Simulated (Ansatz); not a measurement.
Job for Ansatz (a first-principles code): R-CCSD(T)/def2-TZVPP on H2INSn (SMILES [NH2][Sn][I]), a point of a torsion scan. Elements past Kr take the def2 small-core potentials; no spin–orbit coupling. The run froze 19 orbitals, filled d shells among them.

Ansatz 0.2 input:
```yaml
crystal:
  periodic: [false, false, false]
  atoms:
    - {symbol: N, position_ang: [-0.84592588, 0.02328724, 0.05831172]}
    - {symbol: Sn, position_ang: [0.91186163, 0.96891286, -0.42019183]}
    - {symbol: I, position_ang: [-0.04567046, 3.51382604, -0.46310025]}
    - {symbol: H, position_ang: [-1.09271048, -0.91745435, -0.21555200]}
    - {symbol: H, position_ang: [-1.71573391, 0.48328501, 0.29506600]}
basis:
  gaussian:
    orbitals: def2-TZVPP
magnetization: {spin_polarized: false}
correlation: {method: ccsd_t, electrons: outside_noble_gas}
scf: {lower_state_search: off}
```

Output:

```
WARN ansatz: RAYON_NUM_THREADS=1 ignored (pool sized by the plan → 1); use --threads N
Functional definition: HF
these checks for a lower state are left out or cut short: stability, starts, cluster_reference, orbital_swaps, neighbouring_geometries, increment
integrals: 0.41 GiB planned
1307 factors; integrals over basis functions are off by at most 9.4e-4 eV
mean field: 0.54 GiB planned
mean field evaluation 1: about -15390.7266 eV, gradient 3.9e1 eV
mean field evaluation 2: about -15390.7967 eV, gradient 3.9e1 eV
mean field evaluation 4: about -15394.1564 eV, gradient 2.8e0 eV
mean field evaluation 8: about -15394.2093 eV, gradient 3.4e-1 eV
mean field evaluation 16: about -15394.2104 eV, gradient 2.7e-6 eV
mean field -15394.21039520 eV, -565.7267974529 hartree, gradient 2.7e-6 eV, S^2 0.000000; 0 other end points of the search recorded, 0 dependent functions left out
19 core orbitals not correlated
reference -15394.21039520 eV, -565.7267974529 hartree; 9, 9 occupied and 131, 131 virtual orbitals, 1307 factors
second order -11.89334812 eV of doubles, -0.00000000 eV of singles
coupled cluster: 1.00 GiB planned
cycle   1  -12.22887475 eV  change   -3.4e-1 eV  update   9.2e-2
cycle   2  -12.53510773 eV  change   -3.1e-1 eV  update   3.0e-2
cycle   3  -12.62058833 eV  change   -8.5e-2 eV  update   2.0e-2
cycle   4  -12.61220799 eV  change    8.4e-3 eV  update   6.3e-3
cycle   5  -12.60989823 eV  change    2.3e-3 eV  update   3.7e-3
cycle   6  -12.61094175 eV  change   -1.0e-3 eV  update   1.4e-3
cycle   7  -12.61052257 eV  change    4.2e-4 eV  update   5.8e-4
cycle   8  -12.61063259 eV  change   -1.1e-4 eV  update   1.8e-4
cycle   9  -12.61067271 eV  change   -4.0e-5 eV  update   7.5e-5
cycle  10  -12.61064025 eV  change    3.2e-5 eV  update   2.9e-5
cycle  11  -12.61065793 eV  change   -1.8e-5 eV  update   1.3e-5
cycle  12  -12.61066254 eV  change   -4.6e-6 eV  update   4.1e-6
perturbative correction -0.55515619 eV, -0.0204016138 hartree
Total energy: -15407.37621393 eV, -566.2106323671 hartree
Checks for a lower state left out: stability, starts, cluster_reference, orbital_swaps, neighbouring_geometries, increment
```

The run converged.

Cost: about 40 core-seconds (a rough figure).
